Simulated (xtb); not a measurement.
CH5BFNO, SMILES NB(O)CF. All values are semi-empirical tight-binding results from xtb (GFN2-xTB unless named), good for trends rather than for accurate numbers. Geometry: GFN2-xTB. The structure was generated by enumeration, and PubChem lists no compound with its InChIKey, so it may never have been made. One conformer was computed; it need not be the lowest.

Optimised geometry:

```xyz
10

N      1.3510    -0.6456     0.0000
B     -0.0426    -0.5705     0.0000
O     -0.8558    -1.6536     0.0000
C     -0.7537     0.8674     0.0000
F      0.1655     1.9087     0.0000
H      1.9222     0.1808     0.0000
H      1.8850    -1.4975     0.0000
H     -0.4110    -2.5008     0.0000
H     -1.3807     1.0178    -0.8840
H     -1.3807     1.0178     0.8840
```

Computed properties:
The point group as xtb finds it comes out as Cs and the orbital gap comes out as 7.09 eV. The dipole moment is 3.39 D and the zero-point energy is 45.9 kcal/mol. The G − E(el) at 298.15 K (modified RRHO) is 27.5 kcal/mol, the static polarisability (D4 model) comes out as 42.2 bohr³ and the solvation energy, GFN2-xTB/ALPB(water) is -8.5 kcal/mol. The solvation energy, GFN2-xTB/ALPB(ether) is -7.8 kcal/mol.

Question: Give the IR lines (harmonic; lines under 4 % of the strongest left out, lines within 3 cm⁻¹ merged). (An estimate is asked for; the answer gives what the named calculation found.)

Answer: ν (cm⁻¹): 492 (w), 568 (vs), 825 (w), 850 (w), 962 (s), 1024 (w), 1194 (w), 1238 (m), 1304 (w), 1377 (vs), 1535 (m), 2948 (w), 2961 (w) (against the strongest line: vs over 80 %, s over 45 %, m over 15 %, w over 4 %, vw less)

Question: Give the atomic charges and the Wiberg bond orders between heavy atoms. (Estimate from the structure and the level; the computed values follow.)

Answer: charges (e) N1 -0.36, B2 0.36, O3 -0.47, C4 0.02, F5 -0.28, H6 0.18, H7 0.16, H8 0.30, H9 0.05, H10 0.05. Bond orders N1–B2 1.31, B2–O3 1.17, B2–C4 0.95, C4–F5 0.92.
